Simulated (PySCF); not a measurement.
Excitations are Tamm–Dancoff values on a coarser integration grid. The basis has no diffuse functions, so Rydberg states are missing or too high.

Z-matrix (Å, degrees):
```
B
C 1 1.5750
H 2 1.1021 1 114.35
H 2 1.1022 3 109.51 1 -129.76
H 2 1.1079 3 106.41 4 -114.63
C 1 1.5783 2 119.64 3 23.41
H 6 1.1019 1 115.09 2 159.09
H 6 1.1022 7 109.56 1 129.23
H 6 1.1095 7 106.39 8 113.74
C 1 1.5784 2 119.67 3 -151.28
H 10 1.1019 1 115.01 2 -157.75
H 10 1.1022 11 109.61 1 -129.49
H 10 1.1096 11 106.29 12 -113.76
H 7 2.6291 6 97.35 8 61.21
S 14 1.3511 7 129.88 6 49.52
H 15 1.3510 14 92.16 7 60.16
```
Charge 0, multiplicity 1.

Task: Estimate the charge on the central atom (meta-Löwdin), S1 excitation (TDA), S1–T1 gap (TDA), total energy and T1 excitation (TDA) that M06-2X/def2-TZVP // B3LYP-D3(BJ)/def2-SVP run with PySCF returns for this input.

Result: 
```
Quantity                                         Value
----------------------------------------  ------------
charge on the central atom (meta-Löwdin)        0.28 e
S1 excitation (TDA)                            5.88 eV
S1–T1 gap (TDA)                                0.41 eV
total energy                              -543.9571 Ha
T1 excitation (TDA)                            5.47 eV
```
